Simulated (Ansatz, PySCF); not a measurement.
Potential energy curve for SiMg, lowest singlet found (which spin is the ground state isn't settled by this scan).

Levels of theory: RKS-PBE = restricted PBE/aug-cc-pVDZ (Ansatz, an electronic-structure program); RKS-B3LYP/6-311+G** = restricted B3LYP/6-311+G**, spherical d in PySCF; RKS-B3LYP/6-31G* = restricted B3LYP/6-31G*, spherical d run with PySCF 2.14.0.

Total energies in hartree (comparable only within one method and basis):

```csv
R / Å,RKS-PBE,RKS-B3LYP/6-311+G**,RKS-B3LYP/6-31G*
1.82,-489.04202,-489.35881,-489.31846
1.98,-489.10693,-489.42333,-489.38277
2.11,-489.13828,-489.45447,-489.41388
2.18,-489.14952,-489.46558,-489.42501
2.31,-489.16275,-489.47863,-489.43810
2.41,-489.16792,-489.48373,-489.44323
2.46,-489.16930,-489.48511,-489.44461
2.55,-489.17021,-489.48610,-489.44560
2.60,-489.17002,-489.48600,-489.44548
2.70,-489.16853,-489.48479,-489.44422
2.86,-489.16412,-489.48107,-489.44036
2.99,-489.15956,-489.47727,-489.43641
3.14,-489.15396,-489.47270,-489.43165
3.37,-489.14584,-489.46617,-489.42486
3.69,-489.13658,-489.45898,-489.41745
4.05,-489.12898,-489.45354,-489.41196
4.50,-489.12294,-489.44965,-489.40815
4.92,-489.11973,-489.44781,-489.40638
5.54,-489.11742,-489.44669,-489.40531
6.26,-489.11644,-489.44636,-489.40499
7.31,-489.11608,-489.44632,-489.40493
8.61,-489.11596,-489.44632,-489.40493
```

The restricted form behind RKS-PBE, RKS-B3LYP/6-311+G**, RKS-B3LYP/6-31G* keeps the bonding electrons paired and can't separate into open-shell fragments.
